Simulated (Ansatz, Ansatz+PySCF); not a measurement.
```xyz
2

Al    0.0000    0.0000   -0.6309
F     0.0000    0.0000    0.9114
```

Basis set: def2-SVP (spherical functions). Frozen core: 6 orbitals. Charge 0, multiplicity 1.

Computed with Ansatz (development build ahead of 0.2.0); each method stands on the lowest determinant of its kind that the runs found. Restricted open shells among the atoms or ions are ROHF, correlated in semicanonical orbitals with singles.

Problem. Give the atomization energy at this shape (free ground-state atoms in the same class of orbitals less the molecule, no zero-point energy) of singlet AlF by RHF-CCSD(T), RHF-CCSD, RHF-MP2, RHF, UHF.

Solution.

```
     method  atomization energy
RHF-CCSD(T)        598.4 kJ/mol
   RHF-CCSD        593.0 kJ/mol
    RHF-MP2        627.3 kJ/mol
        RHF        476.8 kJ/mol
        UHF        461.0 kJ/mol
```

Caution: the shape is not the minimum.
